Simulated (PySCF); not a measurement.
**Nuclear quadrupole coupling in `N#CC[C@@H]1C[SiH2][SiH2]CO1`**

C5H11NOSi2.
Cartesian coordinates in Å at the GFN2-xTB level; atoms count from 1:
```xyz
20
C5H11NOSi2 angstrom
N      3.949    0.631   -0.881
C      3.122   -0.113   -0.617
C      2.062   -1.028   -0.297
C      0.691   -0.316   -0.290
C      0.634    0.725    0.831
Si    -0.994    1.728    0.809
Si    -2.579    0.122    0.293
C     -1.535   -1.100   -0.760
O     -0.270   -1.340   -0.149
H      2.243   -1.469    0.686
H      2.048   -1.832   -1.038
H      0.556    0.186   -1.264
H      1.501    1.380    0.731
H      0.739    0.199    1.783
H     -1.116    2.407    2.104
H     -0.847    2.768   -0.221
H     -3.108   -0.639    1.431
H     -3.723    0.526   -0.533
H     -1.997   -2.085   -0.833
H     -1.383   -0.738   -1.786
```

Field gradients from the PBE0/pcSseg-1 density (PySCF, non-relativistic), principal values in atomic units, ordered |Vxx| ≤ |Vyy| ≤ |Vzz|:

```tsv
atom	Vxx	Vyy	Vzz
N1	0.4593	0.5105	-0.9698
O9	-0.0198	-2.0133	2.0331
```

Q: Find the asymmetry η = (Vxx − Vyy)/Vzz and the couplings χ = eQV/h (234.96 MHz × Q in barn × V in au), with Q(14N) = 0.02044 b, Q(17O) = −0.0256 b.

A: 
```csv
atom,environment,nucleus,η,χzz (MHz),χxx (MHz),χyy (MHz)
N1,nitrile nitrogen,14N,0.05,-4.658,2.206,2.452
O9,cyclic ether oxygen,17O,0.98,-12.23,0.12,12.11
```

At O9 η is above 0.9: Vyy and Vzz are nearly equal in size and opposite in sign, so a small change could swap them and flip the sign of χzz. The tensor is traceless: Vxx + Vyy + Vzz = 0.

Q: What is Vzz at N1 in SI units (1 au = 9.71736 × 10²¹ V/m²)?

A: -0.9698 au = -9.424 × 10²¹ V/m².

Q: What couplings would deuterons (Q(2H) = 0.00286 b) have in place of the hydrogens, at this geometry?

A: 
```tsv
atom	bonded to	bond length (Å)	Vzz (au)	η	χzz (kHz)
H10	C3	1.093	0.2969	0.02	200
H11	C3	1.094	0.2967	0.02	199
H12	C4	1.104	0.2690	0.06	181
H13	C5	1.091	0.3052	0.04	205
H14	C5	1.092	0.3081	0.03	207
H15	Si6	1.467	0.1619	0.01	109
H16	Si6	1.472	0.1590	0.01	107
H17	Si7	1.467	0.1617	0.01	109
H18	Si7	1.468	0.1612	0.01	108
H19	C8	1.091	0.3046	0.08	205
H20	C8	1.099	0.2898	0.10	195
```

Isolated species at its GFN2-xTB geometry (one conformer only). GFN2-xTB bond lengths can be off by several hundredths of an ångström, more for odd bonds, and the gradients follow them. With so small a basis the couplings can be 20 % off.
